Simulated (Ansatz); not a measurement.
Si₁₈H₂₈, relaxed as a singlet with RKS PBE-D4/def2-SVP in Ansatz, starting from a model built from a lattice or polyhedron. Force threshold 0.03 eV/Å.

Single mean-field runs in def2-SVP are fitted with def2-universal-jkfit.

Start:

Cartesian coordinates in Å:
```
Si 1.2495 2.8097 -2.2847
Si -2.6586 -0.9477 -2.6361
Si 3.6958 0.1615 -0.9816
Si -0.1974 -3.6154 -1.3034
Si 3.9006 3.7706 0.3183
Si 0.1911 3.6045 1.3144
Si 2.6333 0.9554 2.6102
Si -3.7381 -0.1582 0.9798
Si -1.2561 -2.8138 2.2443
Si -3.9089 -3.7658 -0.3347
Si 3.4814 2.4060 -1.5315
Si -0.4469 -1.3532 -1.8518
Si -0.2398 2.2494 -0.5942
Si -4.1320 -1.5064 -0.9117
Si 2.2056 -0.3935 0.7332
Si -1.6987 -4.1463 0.4126
Si 2.3750 3.2225 2.0598
Si -1.5197 -0.5287 1.7109
H 0.9935 1.9568 -3.4506
H 1.1218 4.1961 -2.6573
H -2.9019 -1.7720 -3.7810
H -2.7946 0.4516 -2.9922
H 3.4486 -0.6459 -2.1287
H 5.0554 -0.0661 -0.5094
H -0.4756 -4.4260 -2.4742
H 1.1861 -3.8375 -0.8390
H 3.7387 5.1490 -0.0313
H 5.2818 3.5227 0.7790
H 0.0363 5.0102 0.9675
H -0.7554 3.2687 2.3671
H 3.9913 0.7164 3.0927
H 1.7146 0.6540 3.6867
H -3.8527 1.2519 0.6208
H -4.6475 -0.5130 2.0350
H 0.0696 -3.0537 2.7511
H -2.1718 -3.1408 3.3530
H -4.1578 -4.5967 -1.4671
H -4.8417 -4.1138 0.7289
H 4.3983 2.7656 -2.6114
H 0.4955 -1.0265 -2.9429
H -1.5605 2.5041 -1.0200
H -5.5191 -1.2332 -1.3375
H 2.3477 -1.7626 1.0826
H -1.5549 -5.5551 0.7561
H 2.6527 4.0532 3.2034
H -1.2346 0.2922 2.8649
```

| step | energy (eV) | largest force component (eV/Å) | SCF passes |
| --- | --- | --- | --- |
| 1 | -142134.7615 | 1.818 | 42 |
| 2 | -142136.5966 | 0.927 | 24 |
| 3 | -142137.6879 | 0.640 | 22 |
| 4 | -142138.6990 | 0.424 | 20 |
| 5 | -142139.3369 | 0.329 | 19 |
| 6 | -142140.0046 | 0.187 | 19 |
| 7 | -142140.2950 | 0.666 | 19 |
| 8 | -142140.4746 | 0.153 | 19 |
| 9 | -142140.5424 | 0.109 | 19 |
| 10 | -142140.5707 | 0.043 | 18 |
| 11 | -142140.5761 | 0.029 | 18 |

Force components are those of the run's own axes.

End:

```xyz
46

Si    1.162    2.720   -2.549
Si   -2.650   -0.714   -2.779
Si    2.929   -0.150   -0.645
Si    0.003   -2.724   -1.258
Si    3.597    3.471    0.304
Si   -0.111    2.867    0.883
Si    2.525    0.836    2.860
Si   -2.822    0.005    1.020
Si   -1.037   -2.842    2.469
Si   -3.595   -3.469   -0.305
Si    3.155    2.034   -1.504
Si   -0.430   -0.516   -2.018
Si   -0.459    1.717   -1.166
Si   -3.794   -1.173   -0.775
Si    1.594   -0.623    1.262
Si   -1.358   -3.795    0.342
Si    1.995    2.935    1.939
Si   -0.703   -0.577    1.923
H     1.082    2.224   -3.970
H     1.057    4.226   -2.546
H    -2.814   -1.854   -3.754
H    -3.143    0.556   -3.422
H     2.695   -1.123   -1.770
H     4.277   -0.494   -0.047
H    -0.254   -3.449   -2.563
H     1.455   -2.942   -0.925
H     3.461    4.914   -0.113
H     4.993    3.246    0.827
H    -0.359    4.274    0.378
H    -1.185    2.580    1.897
H     4.020    0.671    2.973
H     1.905    0.655    4.222
H    -2.966    1.487    0.800
H    -3.663   -0.334    2.234
H     0.157   -3.438    3.169
H    -2.262   -3.043    3.329
H    -3.914   -4.295   -1.526
H    -4.537   -3.862    0.805
H     4.322    1.986   -2.463
H     0.492   -0.413   -3.216
H    -1.830    2.216   -1.575
H    -5.243   -0.747   -0.820
H     2.011   -2.042    1.590
H    -0.984   -5.258    0.297
H     1.900    4.018    2.988
H    -0.675    0.240    3.198
```

Bonds formed: Si12–Si13, Si15–Si18 (atoms count from 1).

No frequencies were taken in this run, so the end may be a saddle point.

Run time 63 s (2 threads of AMD EPYC 7R13 on a shared host and a share (18 GiB) of an NVIDIA H100 80GB HBM3), peak host memory 1.1 GiB.
